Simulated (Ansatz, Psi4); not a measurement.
The Ansatz (a quantum-chemistry and plane-wave program) input:
Ansatz 0.2 input:
```yaml
crystal:
  periodic: [false, false, false]
  atoms:
    - {symbol: B, position_ang: [0.01808306, -0.01978242, -0.03760993]}
    - {symbol: Br, position_ang: [-1.50731106, -1.11118164, -0.13755349]}
    - {symbol: Br, position_ang: [0.01971195, 1.66670358, -0.86448993]}
    - {symbol: Br, position_ang: [1.48501581, -0.55269588, 1.00741627]}
basis:
  gaussian:
    orbitals: STO-3G
hamiltonian:
  xc: hf
accuracy: high
```

Problem. Give the equivalent Psi4 input.

Solution. One answer among several that fit: 
```
memory 2 GB

molecule mol {
0 1
B     0.018083   -0.019782   -0.037610
Br   -1.507311   -1.111182   -0.137553
Br    0.019712    1.666704   -0.864490
Br    1.485016   -0.552696    1.007416
}

set {
  basis sto-3g
  reference rhf
  scf_type pk
  puream true
  d_convergence 1e-8
}

energy('scf')
print_variables()
```

Both were run: Ansatz gave -7658.497044 Eh and Psi4 -7658.497044 Eh, 0.000 mEh apart.
